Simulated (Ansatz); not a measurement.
Geometry optimisation, UKS revPBE/def2-SVP in Ansatz 0.2.0.

The input (input.yaml):

```yaml
crystal:
  periodic: [false, false, false]
  atoms:
    - { symbol: "N", position_ang: [-1.5476, 0.3634, 0.0602] }
    - { symbol: Si, position_ang: [-0.2479, -0.6976, 0.449] }
    - { symbol: O, position_ang: [0.8895, -0.6768, -0.8303] }
    - { symbol: B, position_ang: [1.6666, 0.6292, -0.7296] }
    - { symbol: F, position_ang: [2.8096, 0.7464, 0.027] }
    - { symbol: H, position_ang: [-2.3047, 0.3201, 0.8072] }
    - { symbol: H, position_ang: [-2.008, 0.0431, -0.8213] }
    - { symbol: H, position_ang: [-0.7297, -2.0434, 0.591] }
    - { symbol: H, position_ang: [0.3679, -0.2758, 1.772] }
    - { symbol: H, position_ang: [1.1875, 1.5402, -1.3223] }
magnetization:
  spin_polarized: true
basis:
  gaussian: { orbitals: def2-SVP }
hamiltonian:
  xc: revpbe
relax:
  f_tol: 0.02
  max_steps: 50
```

Command:

```bash
$ ansatz run input.yaml --threads 2 --pin off --max-ram 3072MiB --backend cpu --events-out ev --progress --plain --runs-dir out
```

Question: Where does it end, and by what steps?

Answer: It converged. The force dipped under the threshold on the way, but the program's further checks kept it going. After 36 steps the energy has fallen by 1.036 eV; O3 moved furthest, 1.19 Å.

| step | energy less start (eV) | largest force component (eV/Å) | accepted |
| --- | --- | --- | --- |
| 0 | 0.0000 | 3.119 | yes |
| 2 | -0.5582 | 1.696 | yes |
| 4 | -0.8548 | 0.243 | yes |
| 6 | -0.8989 | 1.148 | yes |
| 8 | -0.9598 | 0.359 | yes |
| 10 | -0.9738 | 0.087 | yes |
| 12 | -0.9654 | 0.795 | no |
| 14 | -0.9773 | 0.286 | no |
| 16 | -0.9835 | 0.168 | yes |
| 18 | -1.0038 | 0.274 | yes |
| 20 | -1.0269 | 0.065 | yes |
| 22 | -1.0299 | 0.047 | yes |
| 24 | -1.0328 | 0.094 | yes |
| 26 | -1.0346 | 0.021 | yes |
| 28 | -1.0345 | 0.006 | no |
| 30 | -1.0349 | 0.014 | yes |
| 32 | -1.0349 | 0.098 | no |
| 34 | -1.0354 | 0.091 | yes |
| 36 | -1.0359 | 0.014 | yes |

```xyz
10
Properties=species:S:1:pos:R:3
N -2.045 -0.207 0.423
Si -0.348 -0.542 0.469
O 0.556 0.446 -0.612
B 1.870 0.699 -0.824
F 2.820 0.083 -0.086
H -2.399 0.661 0.833
H -2.588 -0.453 -0.409
H -0.143 -1.960 0.030
H 0.136 -0.264 1.860
H 2.225 1.485 -1.682
```

Time of the run: 110 s on 2 threads of Arm Neoverse V1 (shared host), peak memory 0.2 GiB.
